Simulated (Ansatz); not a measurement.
The cluster Tl3Cl3⁺. The state is a doublet with charge 1. Geometry PBE-D4/def2-SVP; atoms count from 1.

```xyz
6

Tl    1.086    0.656    1.924
Tl   -4.169   -0.117    0.871
Tl    0.260   -0.612   -2.206
Cl    2.270   -1.242   -0.073
Cl    2.066    1.340   -0.825
Cl   -1.513   -0.025    0.310
```

In the def2 sets Tl takes a core potential; there is no spin–orbit coupling. In the doublet, Cl4 and Cl5 lie 2.70 Å apart (atoms count from 1), so these atoms are partly bonded to each other. Another isomer (doublet) lies 0.15 eV lower at PBE0-D4/def2-TZVP; other spin states weren't run for this one.

Problem. Estimate the Mulliken populations from the PBE0/def2-TZVP orbitals of Ansatz.

Solution. 
| atom | charge (e) | spin (α − β) |
| --- | --- | --- |
| Tl1 | 0.65 | -0.02 |
| Tl2 | 0.73 | 0.00 |
| Tl3 | 0.65 | -0.02 |
| Cl4 | -0.24 | 0.52 |
| Cl5 | -0.24 | 0.52 |
| Cl6 | -0.55 | 0.00 |
Mulliken values and Mayer orders depend strongly on the basis.

Problem. Where does the spin sit?

Solution. Summed by element: Tl -0.03, Cl 1.03, of 1 unpaired in all. Largest on single atoms: Cl4 0.52, Cl5 0.52, Tl1 -0.02.

Problem. And the Mayer bond orders between bonded heavy atoms (over 0.3)?

Solution. Tl2–Cl6 0.48 (2.72 Å). Values over 0.3 also appear between atoms too far apart for a bond (Cl4–Cl5 0.48 at 2.70 Å); they arise where an orbital or an unpaired electron spreads over both atoms.
